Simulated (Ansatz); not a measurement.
Frontier orbitals of C₁₂H₈O (`c1ccc2c(c1)oc1ccccc12`).

```xyz
21

C     1.345    1.093    2.924
C     1.197    2.147    2.021
C     0.668    1.937    0.760
C     0.283    0.649    0.407
C     0.442   -0.387    1.333
C     0.967   -0.200    2.594
O     0.017   -1.582    0.830
C    -0.424   -1.324   -0.434
C    -0.941   -2.265   -1.301
C    -1.337   -1.809   -2.549
C    -1.216   -0.464   -2.904
C    -0.694    0.464   -2.020
C    -0.290    0.029   -0.763
H     1.762    1.288    3.905
H     1.503    3.144    2.315
H     0.556    2.760    0.063
H     1.077   -1.025    3.286
H    -1.029   -3.305   -1.014
H    -1.749   -2.512   -3.263
H    -1.536   -0.145   -3.889
H    -0.603    1.506   -2.302
```

Charge 0, multiplicity 1. All single points use the PBE0-D4/def2-TZVP geometry. Basis def2-TZVPP, Ansatz 0.2.0.

```tsv
functional	HOMO (eV)	LUMO (eV)	gap (eV)
PBE	-5.66	-1.94	3.72
revPBE	-5.58	-1.85	3.73
r2SCAN	-5.79	-1.81	3.98
PBE0	-6.52	-1.16	5.36
r2SCANh	-6.12	-1.53	4.59
r2SCAN0	-6.62	-1.10	5.52
HSE06 (plane-wave form)	-6.14	-1.52	4.62
ωB97M-V	-8.43	0.72	9.15
```

A quarter of exact exchange (PBE0) shifts PBE's HOMO by −0.86 eV and its LUMO by +0.78 eV; full exchange at long range (ωB97M-V) shifts them by −2.77 and +2.66 eV. The gap opens from 3.72 to 9.15 eV, since occupied levels lose self-interaction and empty ones feel all the electrons. A positive LUMO is unbound and depends on the basis.
